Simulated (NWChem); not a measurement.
A series in which one site is exchanged, each optimised at PBE0/def2-SVP with NWChem, gas phase unless a solvent is named. All stand in one matching conformer (torsions within 35°), which need not be the lowest. This build's default masses of Se (78.918 u) and Br (79.917 u) are each other's, which moves their modes by up to 0.6 %. Shieldings are non-relativistic GIAO values without spin-orbit effects.

A: [BeH][O]C (CH4BeO; site = Be)
B: [MgH][O]C (CH₄MgO; site = Mg)
C: CO[SeH] (CH4OSe; site = Se)
D: C[O][ZnH] (CH₄OZn; site = Zn)

| quantity | A | B | C | D |
|---|---|---|---|---|
| dipole (D), PBE0/def2-SVP | 1.79 | 0.12 | [?] | 1.19 |
| highest harmonic frequency (cm⁻¹), PBE0/def2-SVP | 3102 | 3034 | [?] | 3055 |
| static polarisability, B3LYP/def2-SVPD (bohr³) | 35.5 | 46.1 | [?] | 43.4 |
| 13C shift against tetramethylsilane, PBE/pcSseg-1 (ppm) | 55.9 | 58.7 | [?] | 59.9 |
| 13C shift against tetramethylsilane, PBE0/pcSseg-1 (ppm) | 54.2 | 56.1 | [?] | 57.3 |

**Question.** Some entries are withheld; supply them.

**Answer.** 
- dipole (D), PBE0/def2-SVP, C: 1.58
- highest harmonic frequency (cm⁻¹), PBE0/def2-SVP, C: 3142
- static polarisability, B3LYP/def2-SVPD (bohr³), C: 48.5
- 13C shift against tetramethylsilane, PBE/pcSseg-1 (ppm), C: 73.1
- 13C shift against tetramethylsilane, PBE0/pcSseg-1 (ppm), C: 70.3
